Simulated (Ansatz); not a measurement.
Program: Ansatz. Geometries: PBE0-D4/def2-TZVP. ΔE: electronic, gas phase. CCSD(T)/CBS is the MP2 limit (def2-TZVPP, def2-QZVPP) plus CCSD(T) − MP2 in def2-TZVPP, frozen cores. DFT in def2-TZVPP. B3LYP here is the variant with VWN-RPA as its local correlation; programs differ in this. For Ga, Ge outer-core shells are correlated without core-valence functions, which leaves a few kJ/mol of doubt a bond. Scalar relativity is left out up to krypton. Each species was taken in one conformer, which may not be the lowest.

Reaction (substitution at a C–Ge bond): `C[CH2][GeH2][CH3]` + `N[SiH2][GaH2]` → `CN[SiH2][GaH2]` + `C[CH2][GeH3]`

Task: Is it downhill or uphill in electronic energy at CCSD(T)/CBS, and by how much? (Best estimate.)

Result: Ansatz gave: Uphill: ΔE = +16.6 kcal/mol.

Task: What do these levels give: PBE-D4, B3LYP-D4, BHLYP-D4, ωB97X-V, BHLYP, CAM-B3LYP, LC-ωPBE, RPA@PBE/def2-TZVPP, HF/def2-SVP, CCSD(T)/def2-SVP, CCSD(T)/def2-TZVPP, HF/CBS(def2)? (An estimate is asked.)

Result: Ansatz gave: PBE-D4 15.1, B3LYP-D4 15.0, BHLYP-D4 15.2, ωB97X-V 15.3, BHLYP 15.0, CAM-B3LYP 14.8, LC-ωPBE 15.6, RPA@PBE/def2-TZVPP 15.4, HF/def2-SVP 11.3, CCSD(T)/def2-SVP 11.4, CCSD(T)/def2-TZVPP 16.6, HF/CBS(def2) 14.2 kcal/mol.

Largest T1 diagnostic among the species: 0.012.

Leaving LDA and LC-ωPBE aside and taking each functional with its dispersion term where it has one, the values, not all of them listed here, spread over 1.9 kcal/mol, from revPBE-D4 to PBE-QIDH. LDA lies −1.1 kcal/mol from PBE without D4. At CCSD(T), def2-SVP lies −5.2 kcal/mol from the extrapolated value and def2-TZVPP −0.0 kcal/mol. In def2-TZVPP, CCSD(T) changes the Hartree–Fock value by +2.2 kcal/mol (the triples alone add +0.1 kcal/mol) and MP2 by +3.4 kcal/mol.
